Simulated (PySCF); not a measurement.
Bi: excitation energy

Bi [Xe] 4f14 5d10 6s2 6p3 (4S) → Bi [Xe] 4f14 5d10 6s1 6p4, s spin flipped, as a difference of total energies. Calculation: PySCF 2.14, in aug-cc-pwCVDZ-PP with ECP60MDF (6s5p4d1f, 48 functions); a scalar-relativistic core potential. Correlated levels: valence: 5s2 5p6 5d10 frozen; valence and next inner shell: nothing frozen outside the core potential. The calculations carry no spin-orbit coupling.

| method | excitation energy (eV) |
| --- | --- |
| UHF | 13.227 |
| LDA | 11.087 |
| PBE | 11.074 |
| PBE0 | 11.622 |
| r2SCAN | 11.604 |
| wB97X-V | 11.794 |
| wB97X | 11.554 |
| HSE06 | 11.513 |
| MN15 | 11.980 |
| MP2 (valence) | 12.171 |
| SCS-MP2 (valence) | 11.960 |
| MP2 (valence and next inner shell) | 11.885 |
| SCS-MP2 (valence and next inner shell) | 11.706 |

**Question.** How much does correlation contribute at MP2 (valence and next inner shell)?

**Answer.** 11.885 − (13.227) = -1.342 eV, measured against UHF.

Spin-orbit coupling is strong in these open shells (close to jj coupling). The scalar numbers leave it out and a first-order estimate fails, so it can dominate the gap to the real levels.

The upper determinant mixes two multiplicities, so it lies between the two terms.

The upper state lies above the first ionisation limit, where it may autoionise and the basis confines it.
